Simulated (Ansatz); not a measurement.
A search over several starts for the lowest SCF solution of Si₁₁AsH₂₂ at the given spin, in a small basis.

```yaml
crystal:
  periodic: [false, false, false]
  atoms:
    - {symbol: Si, position_ang: [-1.884781, 0.705138, -2.818685]}
    - {symbol: Si, position_ang: [-1.902432, 0.495937, 1.623335]}
    - {symbol: Si, position_ang: [0.332784, -2.245917, -3.819516]}
    - {symbol: Si, position_ang: [1.080315, -1.889633, 2.208782]}
    - {symbol: As, position_ang: [1.378940, 0.716706, -0.501254]}
    - {symbol: Si, position_ang: [0.262879, 0.814781, 4.759877]}
    - {symbol: Si, position_ang: [-1.064787, -0.545126, -4.632596]}
    - {symbol: Si, position_ang: [-0.170328, -0.720308, 0.599383]}
    - {symbol: Si, position_ang: [-0.211319, 1.974971, -1.755527]}
    - {symbol: Si, position_ang: [-0.980885, 2.013495, 3.165282]}
    - {symbol: Si, position_ang: [2.015462, -1.147959, -2.626903]}
    - {symbol: Si, position_ang: [2.018961, -0.338614, 3.705748]}
    - {symbol: H, position_ang: [-2.546679, -0.210743, -1.836282]}
    - {symbol: H, position_ang: [-2.917781, 1.683984, -3.296171]}
    - {symbol: H, position_ang: [-2.798978, -0.451840, 2.361527]}
    - {symbol: H, position_ang: [-2.723206, 1.215774, 0.598046]}
    - {symbol: H, position_ang: [-0.456504, -3.100991, -2.876136]}
    - {symbol: H, position_ang: [0.813847, -3.117657, -4.943513]}
    - {symbol: H, position_ang: [0.186012, -2.819159, 2.973336]}
    - {symbol: H, position_ang: [2.140262, -2.698564, 1.525054]}
    - {symbol: H, position_ang: [1.426040, 1.730036, 0.689177]}
    - {symbol: H, position_ang: [-0.641237, -0.190865, 5.405032]}
    - {symbol: H, position_ang: [0.782910, 1.730828, 5.824408]}
    - {symbol: H, position_ang: [-2.214793, -1.091679, -5.423925]}
    - {symbol: H, position_ang: [-0.274116, 0.367115, -5.522019]}
    - {symbol: H, position_ang: [-0.694724, -1.666591, -0.437705]}
    - {symbol: H, position_ang: [-0.842813, 2.972897, -0.835073]}
    - {symbol: H, position_ang: [0.555404, 2.728991, -2.797948]}
    - {symbol: H, position_ang: [-2.078201, 2.782976, 3.834674]}
    - {symbol: H, position_ang: [-0.091133, 2.985752, 2.456900]}
    - {symbol: H, position_ang: [2.940891, -2.050037, -1.872096]}
    - {symbol: H, position_ang: [2.811134, -0.233810, -3.505948]}
    - {symbol: H, position_ang: [2.871271, -1.039685, 4.719178]}
    - {symbol: H, position_ang: [2.880186, 0.628195, 2.953057]}
basis:
  gaussian: {orbitals: def2-SVP, initial_orbitals: start.molden}
magnetization: {spin_polarized: true, initial_magnetization: 1}
hamiltonian: {xc: pbe0, dispersion: d4}
output: {orbitals: {seedname: orbitals}}
```

The file start.molden holds the orbitals of an earlier run on this structure, at another level or in another basis.

```sh
$ ansatz run in.yaml --threads 2 --pin off --events-out ev --progress --plain --max-ram 22528MiB --backend cuda --devices 0, --max-vram 18GiB
```

It prints (some lines left out):

```
Functional definition: PBE0
3306 factors; integrals over basis functions are off by at most 1.2e-3 eV
mean field evaluation 1: about -147774.9132 eV, gradient 5.5e0 eV
mean field evaluation 2: about -147775.0299 eV, gradient 1.1e-1 eV
mean field evaluation 4: about -147775.1060 eV, gradient 5.7e-4 eV
mean field evaluation 8: about -147773.8257 eV, gradient 1.3e1 eV
mean field evaluation 16: about -147775.1059 eV, gradient 3.6e-2 eV
mean field -147775.10595696 eV, -5430.6349783540 hartree, gradient 2.2e-5 eV, S^2 0.758063; 1 other end points of the search recorded, 0 dependent functions left out
reference -147775.10601204 eV, -5430.6349803781 hartree; 105, 104 occupied and 235, 236 virtual orbitals, 3306 factors
Total energy: -147776.63582914 eV, -5430.6912001194 hartree
```

Hardware: 2 threads of AMD EPYC 7R13 on a shared host and a share (18 GiB) of an NVIDIA H100 80GB HBM3. Wall time 11 s, peak host memory 1.1 GiB.
